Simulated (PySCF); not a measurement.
C3H9In, charge -1, doublet, geometry from GFN2-xTB (such geometries of metal compounds can be far from the true shape) (a state made from the parent by changing its charge; the spin is typed, not shown lowest) (all electrons, no relativity) (in this run its highest filled SCF level lies above zero, so its values depend strongly on the basis, on diffuse functions most of all). Base run: PBE/STO-3G (PySCF).

Geometry (Å):
```xyz
13

In     0.2290    -0.1681    -0.2635
C     -1.8093    -1.2758     0.1682
H     -2.4596    -1.3506    -0.7093
H     -2.3395    -0.6831     0.9199
H     -1.6860    -2.2856     0.5728
C     -0.4828     2.0248    -0.7589
H      0.3378     2.7440    -0.8485
H     -1.1126     2.3478     0.0757
H     -1.0840     2.0967    -1.6710
C      1.1647     0.0781     1.8886
H      2.0606     0.7072     1.9055
H      1.4207    -0.8712     2.3701
H      0.4082     0.5678     2.5094
```
Charge -1, spin multiplicity 2.
Orbitals are unrestricted.
All else is at PySCF's defaults.

The base run was repeated with changes; each row names its change, and settings that it needs were set with it.

| change | E (Eh) | HOMO (eV) | <S^2> | core-seconds (rough) | outcome |
|---|---|---|---|---|---|
| base | -5802.24412 | 5.69 | 0.751 | 9 | converged |
| functional = wb97x | -5803.17063 | 2.37 | 0.751 | 20 | converged |
| functional = pw6b95 | -5805.14073 | 4.45 | 0.750 | 10 | converged |
| functional = tpssh | -5802.91473 | 4.97 | 0.751 | 20 | converged |
| functional = pbe; dispersion = d4 | -5802.25334 | 5.69 | 0.751 | 9 | converged |
| functional = bhandhlyp | -5803.13544 | 3.63 | 0.751 | 8 | converged |
| functional = m062x | -5803.20229 | 3.56 | 0.751 | 10 | converged |
| functional = x3lyp | -5802.81175 | 4.76 | 0.750 | 10 | converged |
| functional = b97m_v | - | - | - | - | cut at the time limit |
| functional = camb3lyp | -5803.12152 | 3.33 | 0.751 | 20 | converged |
| functional = o3lyp | -5804.52484 | 5.16 | 0.751 | 10 | converged |
| functional = mn15 | -5798.68187 | 4.29 | 0.751 | 10 | converged |
| functional = wb97x_v | - | - | - | - | cut at the time limit |

Total energies compare only within one method and basis.

Open shells are given as the SCF converged; they aren't shown to be the lowest states, and a large step between rows can be another state.
